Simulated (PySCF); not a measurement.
CBr3, SMILES Br[C](Br)Br, multiplicity 2.

Coordinates come from a PBE0-D3(BJ)/def2-SVP optimisation. The isomer is the one that the SMILES or the coordinates give; other isomers of the formula were not compared.

The numbers are results of PBE0-D3(BJ)/def2-SVP run with PySCF, not measurements.

Frequencies are harmonic and unscaled.

Modes within 1.5 cm⁻¹ of each other (mostly degenerate sets) share a row, with their intensities summed.

Computed vibrational spectrum:
```csv
mode,ν (cm⁻¹),IR (km/mol),moving atoms (share of kinetic energy)
1–2,163,0.0,Br 97 %
3,210,2.5,"C 73 %, Br 27 %"
4,310,0.7,"Br 78 %, C 22 %"
5–6,815,256.9,C 92 %
```
